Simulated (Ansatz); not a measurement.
Molecule: triethynyl(methoxy)silane, C7H6OSi (charge 0, singlet). SMILES: C#C[Si](C#C)(C#C)OC
Geometry from a B3LYP-D3(BJ)/def2-TZVP (Ansatz, an electronic-structure program) optimisation:
```
Si
O 1 1.6287
C 2 1.4224 1 124.28
H 3 1.0888 2 107.68 1 179.66
H 3 1.0931 4 109.08 2 -120.46
H 3 1.0932 4 109.08 5 -119.06
C 1 1.8125 2 107.39 3 -179.98
C 7 1.2046 2 147.46 3 -179.95
H 8 1.0638 2 156.88 3 -179.89
C 1 1.8223 2 110.70 3 59.72
C 10 1.2055 2 146.40 3 46.02
H 11 1.0639 5 127.36 3 179.39
C 1 1.8223 2 110.70 3 -59.67
C 13 1.2055 2 146.40 3 -45.98
H 14 1.0639 6 127.38 3 -179.96
```
Charge 0, spin multiplicity 1.

Quantity: atomisation energy (electronic, to ground-state atoms); the coupled-cluster value holds the core correlation from cc-pwCVTZ, in kcal/mol. Valence correlation only, unless marked. UHF or UKS for open shells. No spin-orbit coupling. No relativistic terms. CBS marks a two-point X^-3 extrapolation of the correlation energy; Hartree-Fock from the larger set. [CCSD(T)-MP2]/basis is that difference in the basis named.

Level to compare with: RI-MP2/CBS(aug-cc-pV(T+d)Z,aug-cc-pV(Q+d)Z)+[CCSD(T)-MP2]/aug-cc-pV(T+d)Z plus the core term (Ansatz), 1652.2 kcal/mol. It is a level with limits of its own, and the differences hold the functionals' basis error too.

Rank these functionals by how close they come to RI-MP2/CBS(aug-cc-pV(T+d)Z,aug-cc-pV(Q+d)Z)+[CCSD(T)-MP2]/aug-cc-pV(T+d)Z, closest first: revPBE/def2-TZVPD (Ansatz); wB97X/def2-TZVPD (Ansatz); wB97M-V/def2-TZVPD (Ansatz).

wB97M-V/def2-TZVPD (range-separated hybrid meta-GGA with VV10, 1645.4 kcal/mol, difference -6.8), wB97X/def2-TZVPD (range-separated hybrid, 1635.5 kcal/mol, difference -16.7), revPBE/def2-TZVPD (GGA, 1619.8 kcal/mol, difference -32.4)
